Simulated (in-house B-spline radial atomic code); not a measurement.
Successive ionisation energies of platinum; each step leads to the configuration of the next row (after the last: [Kr] 4d10). NIST's values go from ground level to ground level; the uncertainty of those that are theory runs from under 0.1 % in few-electron ions to several per cent in heavy many-electron ones. Computed with a B-spline radial code for spherical atoms: non-relativistic Hartree-Fock, average of the configuration, point nuclei.

This level leaves out relativity, spin-orbit splitting included, which matters for heavy ions.

```
  ion  configuration  ionisation energy (eV)  tabulated value (eV)    tabulated kind  computed minus tabulated (eV)  highest orbital  largest mean radius (bohr)
Pt25+  [Kr] 4d10 4f7                   813.0                   820  tabulated theory                           -7.0               4f                      0.4397
Pt26+  [Kr] 4d10 4f6                   864.4                   870  tabulated theory                           -5.6               4f                     0.43707
Pt27+  [Kr] 4d10 4f5                   917.0                   930  tabulated theory                          -13.0               4f                     0.43442
Pt28+  [Kr] 4d10 4f4                   970.6                   980  tabulated theory                           -9.4               4f                     0.43175
Pt29+  [Kr] 4d10 4f3                       ?                     ?  tabulated theory                              ?                ?                           ?
Pt30+  [Kr] 4d10 4f2                       ?                     ?  tabulated theory                              ?                ?                           ?
Pt31+  [Kr] 4d10 4f1                  1137.8                  1140  tabulated theory                           -2.2               4f                     0.42431
```

Q: Fill in the row of Pt29+.

A: ionisation energy (eV): 1025.3; tabulated value (eV): 1040; computed minus tabulated (eV): -14.7; highest orbital: 4f; largest mean radius (bohr): 0.42908.

Q: Fill in the row of Pt30+.

A: ionisation energy (eV): 1081.0; tabulated value (eV): 1090; computed minus tabulated (eV): -9.0; highest orbital: 4f; largest mean radius (bohr): 0.42668.
